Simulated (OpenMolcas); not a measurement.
## C2H4GaN (SMILES N=C=[CH][GaH2]): name the method

The species is C2H4GaN (8 atoms), meant as a singlet with charge 0. As SMILES, `N=C=[CH][GaH2]`. The coordinates come from a PBE0-D4/def2-TZVP relaxation.

```xyz
8

N     0.3369    2.0617   -0.8546
C     0.3656    1.1149   -0.0960
C     0.4723    0.0257    0.6228
Ga   -0.3813   -1.5936    0.0072
H    -0.4114    2.7406   -0.7702
H     1.0405    0.0739    1.5452
H    -0.2319   -2.8864    0.8763
H    -1.1906   -1.5368   -1.3307
```

A calculation with OpenMolcas 26.06 gave:

```json
{"total energy": "-2055.3565 Eh", "dipole moment": "1.64 D", "HOMO energy": "-9.61 eV", "LUMO energy": "1.38 eV", "HOMO–LUMO gap": "10.99 eV", "largest force": "0.994 eV/Å"}
```

Task: Which of these levels gave the numbers?
A. B3LYP/6-31G* (Cartesian functions)
B. HF/def2-SVP
C. r2SCAN/def2-SVP
D. B3LYP/6-31G* (spherical functions)

Result: B. The others give -2057.7353 Eh (r2SCAN/def2-SVP), -2057.9311 Eh (B3LYP/6-31G* (spherical functions)), -2057.9392 Eh (B3LYP/6-31G* (Cartesian functions)).
